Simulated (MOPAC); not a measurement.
MOPAC input (AM1):

```
AM1 1SCF UHF MS=0.5 GEO-OK AUX(PRECISION=9) THREADS=1
H2F3Si2

F     2.06264300 1   -1.30199300 1   -0.05877400 1
Si    1.42674900 1    0.16817200 1    0.14547700 1
Si   -0.87918500 1    0.09546900 1   -0.32648900 1
F    -1.41075200 1    1.59670000 1   -0.19352600 1
F    -1.59849700 1   -0.77894800 1    0.79796500 1
H     2.17707600 1    1.09685800 1   -0.74354700 1
H    -1.32352400 1   -0.42966900 1   -1.63326000 1
```

Output:

```
 *******************************************************************************
 **                                                                           **
 **                              MOPAC v23.2.5                                **
 **                                                                           **
 *******************************************************************************
 ** MOPAC's Digital Object Identifier: https://doi.org/10.5281/zenodo.6511958 **
 **                                                                           **
 ** Please cite the open-source release paper for use of this MOPAC version:  **
 ** J. E. Moussa and J. J. P. Stewart (2026)                                  **
 ** MOPAC: An open-source semiempirical molecular orbital program             **
 ** J. Open Source Softw., 11(119), 8025, https://doi.org/10.21105/joss.08025 **
 *******************************************************************************

                              AM1 CALCULATION RESULTS

 *******************************************************************************
 *  AM1        - The AM1 Hamiltonian to be used
 *  GEO-OK     - OVERRIDE INTERATOMIC DISTANCE AND OTHER SAFETY CHECKS
 *  UHF        - UNRESTRICTED HARTREE-FOCK CALCULATION
 *  MS=        - IN MECI, MAGNETIC COMPONENT OF SPIN =  0.5
 *  1SCF       - DO 1 SCF AND THEN STOP
 *  AUX        - OUTPUT AUXILIARY INFORMATION
 *******************************************************************************
AM1 1SCF UHF MS=0.5 GEO-OK AUX(PRECISION=9) THREADS=1
 H2F3Si2

   ATOM   CHEMICAL          X               Y               Z
  NUMBER   SYMBOL      (ANGSTROMS)     (ANGSTROMS)     (ANGSTROMS)

     1       F          2.06264300  *  -1.30199300  *  -0.05877400  *
     2      Si          1.42674900  *   0.16817200  *   0.14547700  *
     3      Si         -0.87918500  *   0.09546900  *  -0.32648900  *
     4       F         -1.41075200  *   1.59670000  *  -0.19352600  *
     5       F         -1.59849700  *  -0.77894800  *   0.79796500  *
     6       H          2.17707600  *   1.09685800  *  -0.74354700  *
     7       H         -1.32352400  *  -0.42966900  *  -1.63326000  *

          CARTESIAN COORDINATES

    NO.       ATOM           X           Y           Z

     1         F          2.0626     -1.3020     -0.0588
     2        Si          1.4267      0.1682      0.1455
     3        Si         -0.8792      0.0955     -0.3265
     4         F         -1.4108      1.5967     -0.1935
     5         F         -1.5985     -0.7789      0.7980
     6         H          2.1771      1.0969     -0.7435
     7         H         -1.3235     -0.4297     -1.6333

  H: (AM1): M.J.S. DEWAR ET AL, J. AM. CHEM. SOC. 107 3902-3909 (1985)
  F: (AM1): M.J.S. DEWAR AND E. G. ZOEBISCH, THEOCHEM, 180, 1 (1988).
 Si: (AM1): M.J.S.DEWAR, C. JIE, ORGANOMETALLICS, 6, 1486-1490 (1987).

           Empirical Formula: H2 F3 Si2  =     7 atoms

      MOLECULAR POINT GROUP   :   C1

          UHF CALCULATION, NO. OF ALPHA ELECTRONS =   16
                           NO. OF BETA  ELECTRONS =   15

 -------------------------------------------------------------------------------
 AM1 1SCF UHF MS=0.5 GEO-OK AUX(PRECISION=9) THREADS=1
 H2F3Si2

     1SCF WAS SPECIFIED, SO BFGS WAS NOT USED
     SCF FIELD WAS ACHIEVED

                              AM1 CALCULATION
                                                       MOPAC v23.2.5 Linux

          FINAL HEAT OF FORMATION =       -222.08863 KCAL/MOL =    -929.21883 KJ/MOL

          COSMO AREA              =        129.72 SQUARE ANGSTROMS
          COSMO VOLUME            =        123.31 CUBIC ANGSTROMS

          IONIZATION POTENTIAL    =          9.164435 EV
          ALPHA SOMO LUMO (EV)    =         -9.164 -1.669
          BETA  SOMO LUMO (EV)    =        -10.109 -1.434
          NO. OF ALPHA ELECTRONS  =         16
          NO. OF BETA  ELECTRONS  =         15
          MOLECULAR WEIGHT        =        115.1820         POINT GROUP:  C1

          MOLECULAR DIMENSIONS (Angstroms)

            Atom       Atom       Distance
            F     4    F     1     4.52604
            H     6    F     5     4.17452
           Si     2    H     7     2.44285

          SCF CALCULATIONS        =          1

   ATOM   CHEMICAL          X               Y               Z
  NUMBER   SYMBOL      (ANGSTROMS)     (ANGSTROMS)     (ANGSTROMS)

     1       F          2.06264300  *  -1.30199300  *  -0.05877400  *
     2      Si          1.42674900  *   0.16817200  *   0.14547700  *
     3      Si         -0.87918500  *   0.09546900  *  -0.32648900  *
     4       F         -1.41075200  *   1.59670000  *  -0.19352600  *
     5       F         -1.59849700  *  -0.77894800  *   0.79796500  *
     6       H          2.17707600  *   1.09685800  *  -0.74354700  *
     7       H         -1.32352400  *  -0.42966900  *  -1.63326000  *

                             CARTESIAN COORDINATES

   1    F        2.062643000    -1.301993000    -0.058774000
   2   Si        1.426749000     0.168172000     0.145477000
   3   Si       -0.879185000     0.095469000    -0.326489000
   4    F       -1.410752000     1.596700000    -0.193526000
   5    F       -1.598497000    -0.778948000     0.797965000
   6    H        2.177076000     1.096858000    -0.743547000
   7    H       -1.323524000    -0.429669000    -1.633260000

           Empirical Formula: H2 F3 Si2  =     7 atoms

      MOLECULAR POINT GROUP   :   C1

          ALPHA EIGENVALUES
 -48.78445 -48.51125 -47.94385 -18.39427 -17.38887 -16.70357 -16.20792 -16.00656
 -15.67595 -15.29206 -14.66714 -14.51146 -13.07151 -12.46044 -10.60902  -9.16444
  -1.66880   0.93370   0.94721   1.67423   1.85499   2.23929

           BETA EIGENVALUES
 -48.76955 -48.57794 -47.68377 -18.47684 -17.19365 -16.66068 -16.13466 -16.02496
 -15.30945 -14.82752 -14.72337 -14.51483 -12.80164 -12.41657 -10.10887  -1.43408
  -1.21917   0.94496   1.24314   1.55741   2.13028   2.44164

              NET ATOMIC CHARGES AND DIPOLE CONTRIBUTIONS

  ATOM NO.   TYPE          CHARGE      No. of ELECS.   s-Pop       p-Pop
    1          F          -0.393923        7.3939     1.87625     5.51767
    2         Si           0.426257        3.5737     1.00720     2.56654
    3         Si           1.300940        2.6991     0.81484     1.88422
    4          F          -0.456883        7.4569     1.87492     5.58197
    5          F          -0.451178        7.4512     1.87457     5.57661
    6          H          -0.164090        1.1641     1.16409
    7          H          -0.261123        1.2611     1.26112
 DIPOLE           X         Y         Z       TOTAL
 POINT-CHG.     0.029     1.263    -0.301     1.299
 HYBRID         0.241    -0.597    -0.348     0.731
 SUM            0.269     0.666    -0.649     0.968

          ATOMIC ORBITAL ELECTRON POPULATIONS

     Atom    s        px        py        pz
    1  F   1.87625   1.90632   1.71017   1.90118
    2 Si   1.00720   1.00358   0.59950   0.96346
    3 Si   0.81484   0.79473   0.44427   0.64522
    4  F   1.87492   1.90968   1.73237   1.93991
    5  F   1.87457   1.88097   1.86697   1.82868
    6  H   1.16409
    7  H   1.26112

                    (SZ)    =    0.500000
                    (S**2)  =    0.823896

          ATOMIC ORBITAL SPIN POPULATIONS

    Atom   Total    s     px     py     pz
         Atomic
    1  F  0.0865  0.003  0.016 -0.012  0.079
    2 Si  1.2082  0.283  0.186  0.088  0.651
    3 Si -0.2025 -0.062 -0.127 -0.001 -0.013
    4  F -0.0198 -0.000 -0.020  0.001 -0.000
    5  F -0.0206 -0.000 -0.023  0.001  0.001
    6  H -0.0707 -0.071
    7  H  0.0188  0.019

 **********************
 *                    *
 * JOB ENDED NORMALLY *
 *                    *
 **********************

 == MOPAC DONE ==
```

The geometry given is a B3LYP-D3(BJ)/def2-TZVP minimum.
